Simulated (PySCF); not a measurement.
Compound: C2H9GeN.
SMILES: `C[N](C)[GeH3]`

The closed-shell ground state was solved at several levels (PySCF, density fitting, gas phase). Isolated species at its GFN2-xTB geometry, gas phase. The calculation is non-relativistic and has no spin–orbit coupling, an omission that weighs most on germanium.

```tsv
level	basis functions	total energy (Eh)	HOMO (eV)	LUMO (eV)	gap (eV)	dipole (D)
B3LYP/pcJ-1 (pcSseg-1 on Ge)	212	-2213.2114	-5.92	0.59	6.51	0.60
PBE0/pcSseg-1	137	-2212.6952	-6.14	0.81	6.95	0.62
```

(1) Estimate the row for B3LYP/def2-SVPD, a basis of 170 functions; the other rows only guide the guess.

(2) Over all these levels, which gives the widest orbital gap and which the narrowest?

(3) How far do the dipole and the HOMO energy spread over the levels?

Answers

(1) Total energy -2213.0604 Eh, HOMO -5.98 eV, LUMO 0.09 eV, gap 6.07 eV, dipole 0.54 D.

(2) PBE0/pcSseg-1 (global hybrid, 25 % exact exchange) has the widest, 6.95 eV, and B3LYP/def2-SVPD (global hybrid, 20 % exact exchange) the narrowest, 6.07 eV. Functional and basis both differ between the two, so the spread mixes both effects.

(3) The dipole runs from 0.54 to 0.62 D (mean 0.58 D) and the HOMO from -6.14 to -5.92 eV.
